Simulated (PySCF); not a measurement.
## Field gradients at the hydrogen positions

Species: C₁₀H₁₆.
Cartesian coordinates in Å at the GFN2-xTB level; atoms count from 1:
```xyz
26
C10H16 angstrom
C     -2.877   -0.049   -0.724
C     -2.326   -0.507    0.627
C     -0.831   -0.350    0.706
C     -0.031   -1.410    0.689
C      1.468   -1.386    0.741
C      2.102   -0.928   -0.595
C      2.578    0.492   -0.530
C      1.795    1.560   -0.520
C      0.298    1.526   -0.575
C     -0.319    1.064    0.768
H     -2.665    1.003   -0.893
H     -2.425   -0.626   -1.528
H     -3.954   -0.194   -0.761
H     -2.794    0.083    1.420
H     -2.594   -1.554    0.785
H     -0.476   -2.394    0.613
H      1.824   -2.389    0.980
H      1.805   -0.717    1.536
H      1.362   -1.039   -1.392
H      2.947   -1.575   -0.834
H      3.649    0.627   -0.458
H      2.244    2.541   -0.439
H     -0.026    0.844   -1.365
H     -0.072    2.522   -0.821
H      0.439    1.150    1.550
H     -1.142    1.729    1.036
```

Level: PBE0/pcSseg-1 (PySCF, non-relativistic); Q(2H) = 0.00286 b; rigid geometry, the same for H and D, with no vibrational averaging.

Question: Rank these positions by the coupling χzz of a deuteron there, largest first.
A. H22 (vinylic hydrogen)
B. H13 (methyl hydrogen)
C. H24 (methylene hydrogen)

Answer: A (219 kHz), B (213 kHz), C (205 kHz).

Tabulate Vzz, the asymmetry η and χzz = 234.96 MHz × Q × Vzz for every hydrogen position.

| atom | bonded to | bond length (Å) | Vzz (au) | η | χzz (kHz) |
| --- | --- | --- | --- | --- | --- |
| H11 | C1 | 1.087 | 0.3167 | 0.02 | 213 |
| H12 | C1 | 1.088 | 0.3144 | 0.01 | 211 |
| H13 | C1 | 1.088 | 0.3164 | 0.02 | 213 |
| H14 | C2 | 1.094 | 0.3016 | 0.01 | 203 |
| H15 | C2 | 1.092 | 0.3036 | 0.02 | 204 |
| H16 | C4 | 1.082 | 0.3259 | 0.08 | 219 |
| H17 | C5 | 1.091 | 0.3057 | 0.02 | 205 |
| H18 | C5 | 1.093 | 0.3005 | 0.01 | 202 |
| H19 | C6 | 1.093 | 0.3016 | 0.01 | 203 |
| H20 | C6 | 1.091 | 0.3057 | 0.02 | 205 |
| H21 | C7 | 1.082 | 0.3269 | 0.07 | 220 |
| H22 | C8 | 1.082 | 0.3265 | 0.07 | 219 |
| H23 | C9 | 1.092 | 0.3019 | 0.01 | 203 |
| H24 | C9 | 1.091 | 0.3054 | 0.02 | 205 |
| H25 | C10 | 1.093 | 0.3010 | 0.01 | 202 |
| H26 | C10 | 1.091 | 0.3046 | 0.03 | 205 |

How does χzz go with the bond length over the 16 C–H bonds?

A straight-line fit has a slope of -15.8 kHz for each 0.01 Å, with a correlation coefficient of -0.99, over lengths from 1.082 to 1.094 Å. The longer bonds have the smaller couplings here.

A static deuteron (I = 1) shows a doublet split by (3/2)χ, (3/4)χ(1 + η) and (3/4)χ(1 − η) with the field along z, y and x of the gradient. What are these for H25?

With |χ| = 202.3 kHz and η = 0.009: 303, 153 and 150 kHz, to first order and without motion.

One conformer (not necessarily the lowest) at the GFN2-xTB geometry, without solvent, vibrations or thermal averaging. GFN2-xTB bond lengths can be off by several hundredths of an ångström, more for odd bonds, and the gradients follow them. These gradients aren't converged with respect to the basis.
